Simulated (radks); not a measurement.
Task: The mean radii <r> (bohr) of the occupied orbitals of an atom or ion are listed with their occupations. Calculated with a radial shooting solver on a logarithmic mesh with Libxc functionals: scalar-relativistic Kohn-Sham, BLYP, spin-polarised, spherical densities, finite nucleus; Fermi nuclear charge, rms radius of each element as measured or else 0.836 A^(1/3) + 0.57 fm.

orbital  occ.      <r>
1s up       1  0.04135
1s down     1  0.04131
2s up       1   0.1728
2s down     1   0.1735
2p up       2   0.1484

Name the element and its charge. Open shells, if any, are filled with parallel spins first.

Result: Z = 36, krypton, charge +30: Kr30+ in [He] 2s2 2p2. The 1s radius gives Z: for a bare nucleus <r> = (2 gamma + 1)/(2Z) with gamma = sqrt(1 - (Z/c)^2), 0.04069 bohr for Z = 36, and screening makes it slightly larger (0.04135 here). The occupations add up to 6, and the charge is Z minus that.
